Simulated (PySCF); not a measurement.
Species: C₆H₇FO₂.
Cartesian coordinates in Å at the PBE0-D3(BJ)/def2-SVP level; atoms count from 1:
```xyz
16
C6H7FO2 angstrom
C     -2.2272    0.3026   -0.6909
C     -1.4716   -0.4140    0.4231
C      0.0045   -0.2575    0.3127
C      0.8655   -1.2665    0.1465
O      2.2394   -1.0985    0.0392
C      2.5983    0.1978    0.0638
F      3.8936    0.3349   -0.0910
C      1.7690    1.2275    0.2177
O      0.4080    1.0503    0.3796
H     -3.3139    0.2041   -0.5538
H     -1.9652   -0.1153   -1.6748
H     -1.9787    1.3735   -0.7018
H     -1.7119   -1.4877    0.4343
H     -1.7818   -0.0069    1.4016
H      0.5643   -2.3093    0.0853
H      2.1004    2.2624    0.2262
```

Computed with PBE0-D3(BJ)/def2-SVP geometry optimisation, gas phase in PySCF 2.14.0.

Take the most abundant isotopes and a rigid rotor. The values belong to one conformer with, in the numbering `[CH3:1][CH2:2][C:3]1=[CH:4][O:5][C:6]([F:7])=[CH:8][O:9]1`, C1–C2–C3–C4 -119°.

(1) What are A, B and C (cm⁻¹)?

(2) What kind of rotor is it?

(3) What does the inertial defect say?

(4) Give the other two planar moments, Paa and Pbb, and the rms extents of the mass along the axes.

(5) Predict some low-J microwave lines.

(6) Estimate the classical rotational partition function at 25 K, 100 K and 500 K.

Results:

(1) Ia = 112.49, Ib = 508.27, Ic = 586.21 u·Å²; 505379 MHz·u·Å²/I gives 4492, 994.3 and 862.1 MHz, that is A = 0.14985, B = 0.03317, C = 0.02876 cm⁻¹.

(2) A near-prolate asymmetric top: κ = (2 × 994.3 − 4492 − 862.1)/(4492 − 862.1) = -0.93.

(3) Not planar: Δ = Ic − Ia − Ib = -34.56 u·Å². For a rigid frame Δ = −2 Σ m c², so Σ m c² = 17.28 u·Å² lies off the ab plane: 5.75 from hydrogen and 11.52 from heavier atoms. The atom farthest from that plane is 1.69 Å away.

(4) Paa = Σ m a² = (Ib + Ic − Ia)/2 = 490.99 and Pbb = Σ m b² = (Ia + Ic − Ib)/2 = 95.22 u·Å². With the mass M = 130.04 u, the rms extents √(P/M) along a, b and c are 1.94, 0.86, 0.36 Å.

(5) The dipole components are |μa| = 1.89 D, |μb| = 0.18 D, |μc| = 0.09 D. The squared components, which scale the intensities, stand as 1.00 : 0.01 : 0.00 (a : b : c). Some lines, for components of 0.1 D or more:

```json
{"type": "a", "branch": "Q", "J(Ka,Kc)": "2(1,1) ← 2(1,2)", "MHz": "397", "lower level (cm⁻¹)": "0.298"}
{"type": "a", "branch": "R", "J(Ka,Kc)": "1(0,1) ← 0(0,0)", "MHz": "1856", "lower level (cm⁻¹)": "0.000"}
{"type": "a", "branch": "R", "J(Ka,Kc)": "2(1,2) ← 1(1,1)", "MHz": "3581", "lower level (cm⁻¹)": "0.179"}
{"type": "b", "branch": "Q", "J(Ka,Kc)": "1(1,0) ← 1(0,1)", "MHz": "3630", "lower level (cm⁻¹)": "0.062"}
{"type": "a", "branch": "R", "J(Ka,Kc)": "2(0,2) ← 1(0,1)", "MHz": "3709", "lower level (cm⁻¹)": "0.062"}
{"type": "b", "branch": "Q", "J(Ka,Kc)": "2(1,1) ← 2(0,2)", "MHz": "3766", "lower level (cm⁻¹)": "0.186"}
{"type": "a", "branch": "R", "J(Ka,Kc)": "2(1,1) ← 1(1,0)", "MHz": "3845", "lower level (cm⁻¹)": "0.183"}
{"type": "b", "branch": "R", "J(Ka,Kc)": "1(1,1) ← 0(0,0)", "MHz": "5355", "lower level (cm⁻¹)": "0.000"}
{"type": "b", "branch": "R", "J(Ka,Kc)": "2(1,2) ← 1(0,1)", "MHz": "7079", "lower level (cm⁻¹)": "0.062"}
{"type": "b", "branch": "Q", "J(Ka,Kc)": "2(2,0) ← 2(1,1)", "MHz": "10498", "lower level (cm⁻¹)": "0.311"}
{"type": "b", "branch": "Q", "J(Ka,Kc)": "2(2,1) ← 2(1,2)", "MHz": "10891", "lower level (cm⁻¹)": "0.298"}
{"type": "b", "branch": "R", "J(Ka,Kc)": "2(2,1) ← 1(1,0)", "MHz": "14340", "lower level (cm⁻¹)": "0.183"}
{"type": "b", "branch": "R", "J(Ka,Kc)": "2(2,0) ← 1(1,1)", "MHz": "14475", "lower level (cm⁻¹)": "0.179"}
```

(6) Point group C1, symmetry number σ = 1; q = (√π/σ)·√((kT/h)³/(ABC)), k/h = 20836.6 MHz/K: 10700 at 25 K, 85900 at 100 K, 960000 at 500 K.

Whether it is a minimum is left open (no frequencies). Zero-point vibration and centrifugal distortion are left out. A rigid rotor knows nothing of internal rotation, which can split or shift real lines.
